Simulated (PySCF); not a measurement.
# CaN at r²SCAN

Level: r²SCAN. Ca 6-311G(d,p), N 6-311G(d,p); no relativity (PySCF 2.14).

- state: ⁴Σ⁻ (quartet), unpaired electrons σ ↑, π ↑↑
- bond length: 2.253 Å
- harmonic wavenumber: 456 cm⁻¹
- force constant: 1.27 mdyn/Å
- rotational constant Be: 0.3204 cm⁻¹
- anharmonicity ωexe: 3.80 cm⁻¹
- vibration–rotation constant αe: 0.00311 cm⁻¹
- well depth De to Ca + N: 33.9 kcal/mol
- dissociation energy D0: 33.3 kcal/mol
- bond order (Mayer): 0.83
- dipole moment (positive dipole means Ca(−)N(+)): -2.95 D

The state is the lowest determinant that a PBE0 search found; another state may lie lower at other levels.
